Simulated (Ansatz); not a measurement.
## Redistribution: CH2Br2 + C3H7Cl → CH2BrCl + C3H7Br

Gas-phase species: CH2Br2 `BrCBr`, singlet; C3H7Cl (2-chloropropane) `CC(C)Cl`, singlet; CH2BrCl (bromochloromethane) `ClCBr`, singlet; C3H7Br (2-bromopropane) `CC(C)Br`, singlet. The partners trade Br for Cl; both sit on C, so the bond types are kept.

Shapes, held fixed at every level: PBE0-D4/def2-TZVP. Programs: Ansatz 0.2.0. The zero-point and thermal change to 298 K, harmonic and unscaled (PBE0-D4/def2-TZVP), is +0.2 kJ/mol.

Problem. Estimate the reaction enthalpy at 298 K.

Solution. From tabulated heats of formation (Active Thermochemical Tables, CRC Handbook of Chemistry and Physics), ΔH(298 K) = -2.3 kJ/mol. All levels lie within 4 kJ/mol, near the uncertainty of the heats themselves, so they can't be ranked here. The heats of C3H7Cl (2-chloropropane), C3H7Br (2-bromopropane) come from older tables and can be uncertain by 10 kJ/mol or more. Relativity is left out for Br. Outer-core shells of Br are correlated, in sets that cover them unevenly.

| level | kind | ΔH (kJ/mol) | computed − measured |
| --- | --- | --- | --- |
| HF/def2-TZVPP | Hartree–Fock | +0.5 | +2.8 |
| PBE-D4/def2-TZVPP | GGA | -0.6 | +1.7 |
| B2PLYP/def2-TZVPP | double hybrid | +0.1 | +2.4 |
| CCSD(T)/def2-SVP | coupled cluster or CI | +1.3 | +3.6 |
| CCSD/def2-SVP | coupled cluster or CI | +1.4 | +3.7 |
| CCSD/def2-TZVPP | coupled cluster or CI | -0.1 | +2.2 |
| CCSD(T)/def2-TZVPP | coupled cluster or CI | -0.2 | +2.1 |
